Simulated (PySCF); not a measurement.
CH10N2Si2, SMILES C([SiH2]N[SiH3])N.

The structure is a stationary point at B3LYP-D3(BJ)/def2-SVP. This is a generated structure with no PubChem entry under its InChIKey; it may be hypothetical. Other conformers were not sampled.

Two levels are set side by side: PBE/def2-TZVP (PySCF) and HF/def2-TZVP (PySCF). Same geometry, gas phase. Differences are taken from unrounded values.

```json
[
 {"quantity": "orbital gap (eV)", "HF": "13.50"},
 {"quantity": "highest occupied level (eV)", "HF": "-10.32"},
 {"quantity": "lowest empty level (eV)", "HF": "3.18"},
 {"quantity": "dipole moment (D)", "HF": "2.43"},
 {"quantity": "mean polarisability (bohr³)", "HF": "74.1"}
]
```

Task: What does PBE give, and how far is it from HF? (Estimate from the structure and the level; the computed values follow.)

Result: 
```json
[
 {"quantity": "orbital gap (eV)", "PBE": "5.07", "PBE minus HF": "-8.43"},
 {"quantity": "highest occupied level (eV)", "PBE": "-5.63", "PBE minus HF": "4.69"},
 {"quantity": "lowest empty level (eV)", "PBE": "-0.56", "PBE minus HF": "-3.74"},
 {"quantity": "dipole moment (D)", "PBE": "2.57", "PBE minus HF": "0.14"},
 {"quantity": "mean polarisability (bohr³)", "PBE": "84.6", "PBE minus HF": "10.4"}
]
```

Without exact exchange PBE keeps part of each electron's self-repulsion, which lifts occupied levels and narrows the gap. Loosely held outer electrons make PBE densities more polarisable. Differences between two approximate levels are no errors against the true value.

Rough cost on one machine, each run with all the roots and properties that it gave: HF against PBE about 1/3.
